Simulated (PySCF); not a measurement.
Compound: C6H11N3.
Z-matrix (Å and degrees, PBE0-D3(BJ)/def2-SVP geometry), rows numbered from 1:
```
C 
C   1  1.4884
C   2  1.4087  1  130.47
N   3  1.3296  2  108.55  1   179.59
N   4  1.3116  3  103.96  2     0.12
C   5  1.4586  4  122.08  3  -178.93
C   6  1.5201  5  110.20  4   -59.20
C   6  1.5209  5  110.04  4    66.12
N   5  1.3162  4  115.79  3    -0.12
H   1  1.0979  2  109.75  3   170.94
H   1  1.1015  2  111.46  3   -69.35
H   1  1.1002  2  111.43  3    50.71
H   3  1.0884  2  130.13  1    -0.55
H   6  1.0995  5  103.47  4  -176.64
H   7  1.0997  6  110.91  5   -57.29
H   7  1.0998  6  110.13  5  -177.28
H   7  1.0997  6  110.34  5    62.80
H   8  1.0997  6  110.82  5    57.96
H   8  1.0998  6  110.30  5   178.02
H   8  1.1000  6  110.22  5   -62.10
```

Level: PBE0/pcSseg-1 and CAM-B3LYP/def2-SVPD in PySCF, non-relativistic, on one gas-phase PBE0-D3(BJ)/def2-SVP geometry that isn't relaxed in the solvent. The solvent is an IEF-PCM continuum (van der Waals radii × 1.2). The model holds no explicit solvent molecules, cavitation or dispersion.

Gas phase at PBE0/pcSseg-1: HOMO -7.13 eV, LUMO 0.23 eV, dipole 0.29 D.

Problem. What does the continuum do to the energy, the frontier levels and the dipole at PBE0/pcSseg-1 in cyclohexane and chloroform?

Solution. 
| solvent | ε | E(solvent) − E(gas) (kJ/mol) | polarisation term (kJ/mol) | distortion of the solute (kJ/mol) | HOMO (eV) | LUMO (eV) | dipole (D) |
| --- | --- | --- | --- | --- | --- | --- | --- |
| cyclohexane | 2.017 | -8.83 | -9.24 | 0.41 | -7.16 | 0.15 | 0.30 |
| chloroform | 4.711 | -15.97 | -17.39 | 1.42 | -7.20 | 0.07 | 0.30 |

The first energy column is the sum of the next two and covers electrostatics alone. From cyclohexane to chloroform the lowering changes by a factor 1.81, Onsager's factor (ε − 1)/(2ε + 1) by 1.76 and ε itself by 2.3.

Problem. Which ESP-fitted charges (PBE0/pcSseg-1) respond most in chloroform (means over atoms taken as equivalent)?

Solution. 
```csv
atoms,environment,gas (e),solvent (e),change
N9,pyridine-type nitrogen,-0.688,-0.733,-0.045
N4,pyridine-type nitrogen,-0.458,-0.500,-0.042
N5,pyrrole-type nitrogen,+0.678,+0.715,+0.037
H13,aromatic hydrogen,+0.201,+0.212,+0.011
C3,aromatic CH next to a ring nitrogen,-0.234,-0.226,+0.008
H10/H11/H12,methyl hydrogen,+0.162,+0.169,+0.007
```

Problem. How do the nuclear quadrupole coupling constants eQVzz/h respond in chloroform?

Solution. 
| nucleus | Q (barn) | gas (MHz) | solvent (MHz) | η gas | η solvent |
| --- | --- | --- | --- | --- | --- |
| 14N at N4 | 0.02044 | -5.00 | -4.92 | 0.35 | 0.36 |
| 14N at N5 | 0.02044 | -3.43 | -3.37 | 0.55 | 0.61 |
| 14N at N9 | 0.02044 | -4.81 | -4.71 | 0.44 | 0.47 |

Gas phase at CAM-B3LYP/def2-SVPD: HOMO -8.45 eV, LUMO 1.22 eV, dipole 0.27 D.

Problem. What does the continuum do to the energy, the frontier levels and the dipole at CAM-B3LYP/def2-SVPD in chloroform?

Solution. 
```tsv
solvent	ε	E(solvent) − E(gas) (kJ/mol)	polarisation term (kJ/mol)	distortion of the solute (kJ/mol)	HOMO (eV)	LUMO (eV)	dipole (D)
chloroform	4.711	-15.57	-17.11	1.54	-8.49	1.10	0.29
```

Problem. How does the static polarisability (CAM-B3LYP/def2-SVPD, frozen core, with the continuum's full static response) change?

Solution. 
```csv
medium,isotropic (au),principal values (au),⟨r²⟩ of the electrons (bohr²)
gas,91.8,"73.3, 84.9, 117.3",1355.5
chloroform,112.7,"89.6, 109.1, 139.5",1353.9
```

The isotropic value in chloroform is 1.23 times the gas-phase one; no cavity-field correction is applied. ⟨r²⟩ is taken about the centre of nuclear charge.

On an Arm Neoverse V2 with one thread, no GPU, shared host, this took 30 s of wall time and 1.1 GiB of memory at its peak. This is the whole shielding run at PBE0/pcSseg-1 in chloroform, SCF included.
